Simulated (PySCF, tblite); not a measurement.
Isomers of C4H16N2Si2, one GFN2-xTB conformer each. Single-point energies are computed at PBE0/pcSseg-1 (PySCF, gas phase, no added dispersion term), electronic only.

Problem. Rank them by PBE0/pcSseg-1 energy, lowest first (kcal/mol).
A. `[CH3:1][CH2:2][NH:3][SiH2:4][C@H:5]([CH3:6])[NH:7][SiH3:8]` with C1–C2–N3–Si4 83°, C2–N3–Si4–C5 177°, N3–Si4–C5–C6 66°, Si4–C5–N7–Si8 -95°
B. `[CH3:1][C:2]([CH3:3])([CH3:4])[NH:5][SiH2:6][SiH2:7][NH2:8]` with C2–N5–Si6–Si7 -169°, N5–Si6–Si7–N8 -159°, Si6–Si7–N8–H -46° and 177°

Solution. B (0.0), A (11.2).

As drawn, the lower has an Si–Si bond, which the higher lacks; the higher has an Si–C bond, which the lower lacks. GFN2-xTB itself gives, in the same order: 2.3, 0.0. GFN2-xTB puts CCN[SiH2][C@H](C)N[SiH3] lowest instead.

Problem. Which frontier levels, dipoles and rotational constants go with these structures?

Solution. 
| SMILES | HOMO (eV, PBE0/pcSseg-1) | LUMO (eV) | dipole (D) | A, B, C (MHz) |
| --- | --- | --- | --- | --- |
| CC(C)(C)N[SiH2][SiH2]N | -6.56 | -0.33 | 0.78 | 3201, 573.1, 552.4 |
| CCN[SiH2][C@H](C)N[SiH3] | -6.33 | 0.68 | 1.93 | 2463, 617.8, 555.4 |

Problem. What happens when harmonic zero-point energies from GFN2-xTB frequencies are added?

Solution. 
| SMILES | ZPE (kcal/mol) | electronic (kcal/mol) | with ZPE (kcal/mol) |
| --- | --- | --- | --- |
| CC(C)(C)N[SiH2][SiH2]N | 122.1 | 0.0 | 0.0 |
| CCN[SiH2][C@H](C)N[SiH3] | 121.3 | 11.2 | 10.4 |

The zero-point energies span 0.8 kcal/mol. The order is unchanged.
